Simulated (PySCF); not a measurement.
C4H2Au2S3, SMILES [Au][S]c1ccc([S][Au])s1, multiplicity 1.

Coordinates come from a B3LYP-D3(BJ)/def2-SVP optimisation. The multiplicity is an assumed one; other spin states were not compared. The def2 effective core potentials stand for the cores of Au; spin–orbit coupling is left out. The values are those of a single conformer.

Calculation: PySCF with HF/def2-SVP.

Isolated molecule, no solvent.

Computed frontier levels, gap, dipole moment and polarisability:
```yaml
highest_occupied_level: -7.22 eV
lowest_empty_level: -0.39 eV
orbital_gap: 6.83 eV
dipole_moment: 1.31 D
quadrupole, principal values (traceless, Buckingham form, about the centre of nuclear charge): -37.20, -12.52, 49.72 D·Å
mean_static_polarisability: 176.4 bohr³ (26.14 Å³)
polarisability_principal_values: 109.7, 129.7, 289.8 bohr³
```
